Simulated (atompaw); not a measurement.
# Scattering properties, PAW (atompaw) potential for Ho

atompaw 4.2.0.5 input, output lines left out:

```
Ho 67
GGA-PBE scalarrelativistic loggrid 2001 logderivrange -6 5 276
6 6 5 4 0 0
6 1 0
5 2 0
4 3 11
0 0 0
c
c
c
c
v
v
c
c
c
v
v
c
c
v
v
3
3.00 2.30 2.90 2.05
n
n
y
1.05
n
y
0.6
n
bloechl sinc
4 1 vpsmatchnc
```

The phase is arctan(r·u′/u) with u = r·R(r), unwrapped; energies in Ry, scanned from -6 to 5 Ry. A pole is an energy at which the radial function vanishes at the test radius. The pseudo phase is shifted by a multiple of π to meet the all-electron one at the reference energy, and phase errors are pseudo minus all-electron; the curves can meet again beyond the range given. Levels narrower than the energy grid can be missing from the lists of poles.

Q: For each channel, where are the poles, and over which energies does the pseudopotential scatter like the atom?

A:

```csv
channel,radius (bohr),reference energy (Ry),"poles, all-electron","poles, pseudo",unbroken range about the reference energy with phases within 0.05 rad,phase error 1 Ry above the reference energy (rad)
s,3.01,-0.28,"-3.68, 2.02","-3.68, 1.74, 4.97",below 2.0,-0.014
p,3.01,-0.08,"-1.80, 3.30","-1.80, 3.10",below 4.2,-0.013
d,3.01,-0.08,0.64,0.64,the whole range,-0.000
f,3.01,-0.23,"-0.20, 3.34","-0.20, 3.75",below 1.6,+0.000
```

Phases in the f channel:

```
E (Ry)  all-electron  pseudo
 -6.00         1.442   1.443
 -5.52         1.438   1.438
 -5.04         1.432   1.433
 -4.56         1.426   1.427
 -4.08         1.419   1.420
 -3.60         1.411   1.411
 -3.12         1.401   1.402
 -2.64         1.390   1.390
 -2.16         1.375   1.376
 -1.68         1.357   1.358
 -1.20         1.331   1.332
 -0.72         1.290   1.291
 -0.24        -0.654  -0.653
  0.24        -1.921  -1.921
  0.72        -2.076  -2.076
  1.20        -2.481  -2.473
  1.68        -3.675  -3.618
  2.16        -4.360  -4.316
  2.64        -4.573  -4.535
  3.12        -4.677  -4.636
  3.60        -4.749  -4.697
  4.08        -4.816  -4.742
  4.56        -4.900  -4.780
```
